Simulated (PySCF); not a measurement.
I: ionisation energy

I [Kr] 4d10 5s2 5p5 (2P) → I⁺ [Kr] 4d10 5s2 5p4 (3P), as a difference of total energies. All numbers are calculated (PySCF 2.14, scalar relativity through the core potential, in aug-cc-pVTZ-PP with ECP28MDF). Correlated levels: valence: 4s2 4p6 4d10 frozen. The calculations carry no spin-orbit coupling.

```json
{"method": "UHF", "ionisation energy (eV)": "9.546", "error (eV)": "-0.973"}
{"method": "MP2 (valence)", "ionisation energy (eV)": "10.287", "error (eV)": "-0.232"}
{"method": "SCS-MP2 (valence)", "ionisation energy (eV)": "10.288", "error (eV)": "-0.231"}
{"method": "CCSD (valence)", "ionisation energy (eV)": "10.305", "error (eV)": "-0.214"}
{"method": "CCSD(T) (valence)", "ionisation energy (eV)": "10.345", "error (eV)": "-0.174"}
```

Reference: 10.519 eV (measured; NIST levels, between the centres of gravity of the two terms).

Errors of the correlated levels include the incompleteness of this basis and the frozen core.
